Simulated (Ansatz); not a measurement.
`F[SiH](F)[Si](Cl)(Cl)Cl` and `O[Si](Cl)(Cl)Cl` differ in one atom or group.

Ansatz, PBE0-D4/def2-TZVP geometries, multiplicity 1. Each molecule was computed in one conformer, which needn't be the lowest.

```csv
property,`F[SiH](F)[Si](Cl)(Cl)Cl`
LUMO energy (PBE/def2-TZVPP) / eV,-1.91
HOMO energy (PBE/def2-TZVPP) / eV,-7.48
"ideal-gas entropy at 298 K and 1 bar (rigid rotor, harmonic PBE0-D4/def2-TZVP) / J/(mol·K)",430
size of the dipole moment (B3LYP/def2-TZVPP) / D,1.04
HOMO–LUMO gap (PBE0/def2-TZVPP) / eV,7.68
HOMO–LUMO gap (B3LYP/def2-TZVPP) / eV,7.34
```

(1) Give the same properties after the change, and the shifts. (An estimate is asked.)

## Answers

(1) Ansatz gave: 
```
                                                                                  property  `O[Si](Cl)(Cl)Cl`  shift
                                                         LUMO energy (PBE/def2-TZVPP) / eV              -1.03   0.88
                                                         HOMO energy (PBE/def2-TZVPP) / eV              -7.88  -0.40
ideal-gas entropy at 298 K and 1 bar (rigid rotor, harmonic PBE0-D4/def2-TZVP) / J/(mol·K)                352    -78
                                          size of the dipole moment (B3LYP/def2-TZVPP) / D               1.62   0.58
                                                      HOMO–LUMO gap (PBE0/def2-TZVPP) / eV               9.30   1.62
                                                     HOMO–LUMO gap (B3LYP/def2-TZVPP) / eV               8.70   1.36
```

With PBE0 the HOMO falls by 0.55 eV and the LUMO rises by 1.07 eV, so the gap widens by about 1.62 eV. PBE moves the HOMO by -0.40 eV and ωB97M-V by -0.77 eV. The zero-point energy changes by -4.0 kJ/mol with -6 modes. Dipoles are sizes alone; their direction can turn. Modes under 60 cm⁻¹, often nearly free rotors, make the harmonic entropy too high.

B3LYP here is the variant with VWN-RPA as its local correlation; programs differ in this.

Positive LUMOs are unbound, so they and the gaps depend on the basis.
